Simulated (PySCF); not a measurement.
Polarisability as a sum over states

(F2In-mu-H)3.
Geometry (PBE0-D3(BJ)/def2-SVP, Å), atoms numbered from 1 in this order:
```xyz
12
F6H3In3 angstrom
In    -0.5041   -0.1787   -1.9739
F     -2.2702   -0.8766   -2.3777
F      0.8068    0.4078   -3.2807
H     -0.7065    1.2448   -0.7668
In    -0.4301    1.7078    1.0237
F     -2.1700    1.7831    1.8823
F      0.9151    3.1080    1.0520
H      0.4225    0.1304    1.5881
In     0.9521   -1.5549    0.9642
F     -0.1343   -2.9010    1.8454
F      2.8924   -1.5792    0.8976
H      0.3417   -1.3742   -0.8032
```

Level of theory: TDDFT PBE0/def2-SVPD, vertical, gas phase, core orbitals frozen in the response, def2 core potentials past Kr in PySCF. Spin–orbit coupling is left out.

Computed singlets:

| state | E (eV) | f |
| --- | --- | --- |
| S1 | 5.36 | 0.0003 |
| S2 | 5.60 | 0.0017 |
| S3 | 5.77 | 0.0091 |
| S4 | 5.78 | 0.035 |
| S5 | 5.79 | 0.198 |
| S6 | 5.79 | 0.159 |
| S7 | 5.80 | 0.086 |
| S8 | 5.80 | 0.025 |
| S9 | 5.81 | 0.024 |
| S10 | 5.81 | 0.014 |

Problem. Build the mean polarisability up from these states and compare it with the full response value.

Solution. Each state adds f / ΔE² (ΔE in hartree, 27.2114 eV).

| state | f/ΔE² (au) | running sum (au) | running share of α (%) |
| --- | --- | --- | --- |
| S1 | 0.01 | 0.01 | 0.0 |
| S2 | 0.04 | 0.05 | 0.0 |
| S3 | 0.20 | 0.25 | 0.2 |
| S4 | 0.78 | 1.03 | 1.0 |
| S5 | 4.37 | 5.40 | 5.1 |
| S6 | 3.52 | 8.92 | 8.4 |
| S7 | 1.89 | 10.81 | 10.1 |
| S8 | 0.56 | 11.36 | 10.7 |
| S9 | 0.52 | 11.88 | 11.1 |
| S10 | 0.30 | 12.19 | 11.4 |

The full response gives 106.61 au (15.80 Å³), so 94.4 au comes from the higher roots of the same equations.

Problem. By how much does the contribution of these states grow at 532 nm?

Solution. With ω = 0.0856 hartree each state's term in the mean polarisability goes from f / ΔE² to f / (ΔE² − ω²); the sum over all 10 states goes from 12.19 to 14.54 au, a rise of 2.36 au.

The largest single term belongs to S5, which also has the largest f.
